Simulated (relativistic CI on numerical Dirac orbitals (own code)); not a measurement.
# Hyperfine structure of Xe XXXVI, mass number 131

Computed by Dirac-Coulomb-Breit CI, orbitals from a KLI potential per configuration, model QED, unscaled Slater integrals (own radial code, finite nucleus).

Configurations in the expansion (outside the closed core [Ne]): 3s2 3p6 3d, 3s2 3p5 3d2, 3s 3p6 3d2, 3s2 3p6 4s, 3s2 3p6 4p, 3s2 3p6 4d, 3s2 3p5 3d 4s, 3s2 3p6 4f, 3s2 3p5 3d 4p, 3p6 3d3, 3p5 3d4, 3p5 3d3 4s. Double excitations out of closed p, d and f shells are left out; levels of such configurations are missing from the list, as are those of other unlisted configurations, and high levels can miss mixing partners. These lack a partner that the ground configuration has and come out too high: 3s2 3p5 3d 4p.

Nuclear spin I = 3/2, μ = 0.69185 μN, Q = -0.114 b (tables of Stone and Pyykkö). The electronic factors are computed for point nuclear moments, without core polarisation or the Bohr-Weisskopf and QED corrections.

```tsv
Level	E (cm⁻¹)	A (MHz)	B (MHz)
3s2 3p6 3d 2D_3/2	0	15670	-2460
3s2 3p6 3d 2D_5/2	135997	6497	-3240
3s2 3p5 3d2 4D°_1/2	1317596	4334	
3s2 3p5 3d2 4D°_3/2	1327300	17180	-6650
3s2 3p5 3d2 4G°_9/2	1472382	15840	13000
3s2 3p5 3d2 4D°_7/2	1475361	11830	-168
3s2 3p5 3d2 4G°_11/2	1517423	14510	11200
```

Levels with J = 0, under 50 % of one LS term, or S terms without an open s electron are left out. Small factors come from cancelling terms and can be off by tens of per cent or more.

At this charge energies of transitions that change n are usually good to better than 1 %, and those within a shell (Δn = 0) to a few per cent.

Q: Give the hyperfine levels of 3s2 3p6 3d 2D_3/2 relative to its centre of gravity.

A: With K = F(F + 1) − I(I + 1) − J(J + 1), E = AK/2 + B[¾K(K + 1) − I(I + 1)J(J + 1)]/[2I(2I − 1)J(2J − 1)]: F = 0: -61850, F = 1: -43720, F = 2: -9912, F = 3: 34650 MHz.

LS names give the leading component of a level, which can be under half, so a name can repeat, a term be missing and a line seem to break the LS rules.
